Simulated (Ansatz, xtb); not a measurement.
**Ranking isomers of C4H5BrN2**

6 gas-phase structures of C4H5BrN2, from a drawn sample of its isomers (lower ones may exist). Each was relaxed with GFN2-xTB:

A. `Cn1cncc1Br`, a singlet
B. `Cc1[nH]cnc1Br`, a singlet
C. `Cc1cnc(Br)[nH]1`, a singlet
D. `Cc1c[nH]c(Br)n1`, a singlet
E. `Cn1cnc(Br)c1`, a singlet
F. `Cn1ccnc1Br`, a singlet

Estimate their order in r2SCAN-D4/def2-SVP energy at these geometries, lowest first.

Calculated order at r2SCAN-D4/def2-SVP: B (0.0), C (3.1), D (5.5), F (31.8), E (33.2), A (34.0) kJ/mol. Less than 1 kcal/mol parts B and C; C and D; F and E; E and A, so the order within those pairs means little.

Energies above the lowest of each column, in kJ/mol; the last columns are at PBE-D3(BJ)/def2-SVP geometries and were run for some of them only (a dash: not run or not comparable):

| structure | GFN2-xTB | HF/STO-3G | r2SCAN-D4/def2-SVP | PBE-D3(BJ)/def2-SVP | CCSD(T)/def2-SVP + ΔMP2/def2-TZVPP |
| --- | --- | --- | --- | --- | --- |
| B | 3.0 | 1.7 | 0.0 | 0.0 | 0.0 |
| C | 1.9 | 0.0 | 3.1 | 5.7 | 5.6 |
| D | 5.1 | 6.8 | 5.5 | 5.1 | 3.6 |
| F | 0.0 | 19.5 | 31.8 | 33.8 | 30.9 |
| E | 2.8 | 18.2 | 33.2 | 32.4 | 29.2 |
| A | 2.8 | 23.7 | 34.0 | – | – |

CCSD(T)/def2-SVP + ΔMP2/def2-TZVPP puts B lowest of those it was run on, with D within 1 kcal/mol; GFN2-xTB picks F, HF/STO-3G picks C. CCSD(T)/def2-SVP + ΔMP2/def2-TZVPP orders those it was run on as B (0.0), D (3.6), C (5.6), E (29.2), F (30.9) kJ/mol. Less than 1 kcal/mol parts B and D; D and C; E and F, so the order within those pairs means little. Some further structures that were screened fall inside this span and aren't listed. Frequencies (GFN2-xTB) were run for B, C, D, E, F alone. ΔMP2 is the change of the MP2 energy from the smaller to the larger basis.

Over these structures GFN2-xTB departs from r2SCAN-D4/def2-SVP by 15.8 kJ/mol on average once a common shift is removed. A GFN2-xTB relaxation took about 0.056 s and the r2SCAN-D4/def2-SVP energy about 3.6 s on a shared host (Ansatz 0.2.0, xtb 6.7.1).
